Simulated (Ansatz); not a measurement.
Basis sets compared for the cluster Ga₅F (the lowest singlet isomer of a short search). Charge 0, multiplicity 1. Geometry PBE-D4/def2-SVP. Ansatz on 4 threads of Arm Neoverse V2 on a shared host; times are rough, and most runs start from earlier orbitals.

Cartesian coordinates in Å:
```
Ga -0.209 0.325 -1.424
Ga 1.358 1.812 -0.179
Ga -1.180 1.296 0.966
Ga 1.739 -0.987 0.018
Ga -0.519 -1.226 1.356
F -1.190 -1.220 -0.738
```

The restricted singlet is unstable towards broken spin symmetry in Hartree–Fock (as tested in another run); at PBE-D4/def2-SVP, PBE-D4/def2-TZVP, PBE0-D4/def2-SVP, PBE0-D4/def2-TZVP this wasn't settled. The structure comes from a short search, and lower isomers may exist.

Binding counts from free atoms (Ga doublet, F doublet) in the same basis, without a counterpoise term.

```json
{"level": "PBE-D4/def2-SVP", "functions": "174", "energy (Eh)": "-9721.3990", "HOMO (eV)": "-4.61", "LUMO (eV)": "-3.44", "binding per atom (eV)": "2.36", "wall time": "2.6 s"}
{"level": "PBE0-D4/def2-SVP", "functions": "174", "energy (Eh)": "-9721.5600", "HOMO (eV)": "-5.24", "LUMO (eV)": "-2.85", "binding per atom (eV)": "2.19", "wall time": "6 s"}
```

Question: Estimate the rows for PBE-D4/def2-TZVP (with forces), PBE0-D4/def2-TZVP.

Answer: 
| level | functions | energy (Eh) | HOMO (eV) | LUMO (eV) | binding per atom (eV) | wall time |
| --- | --- | --- | --- | --- | --- | --- |
| PBE-D4/def2-TZVP (with forces) | 271 | -9722.7563 | -4.57 | -3.43 | 2.32 | 6 s |
| PBE0-D4/def2-TZVP | 271 | -9722.9145 | -5.20 | -2.82 | 2.17 | 17 s |
